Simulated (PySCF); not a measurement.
Electron correlation in Tc (technetium, neutral)

[Kr] 4d5 5s1 5p1, high-spin 8P determinant (an excited configuration). Computed with PySCF 2.14 in aug-cc-pVDZ-PP with ECP28MDF (5s5p4d2f, 54 functions), with a scalar-relativistic core potential. Frozen: 4s2 4p6; 7 electrons correlated.

```tsv
level	correlation energy (mhartree)
CCSD	-77.02
(T)	-0.98
CCSD(T)	-78.00
```

Diagnostics: T1 = 0.0093, D1 = 0.0282, largest double amplitude 0.023.

**Question.** Is a single reference adequate?

**Answer.** Yes, within this model without spin-orbit coupling: T1 lies below 0.03 and no double amplitude reaches 0.07.
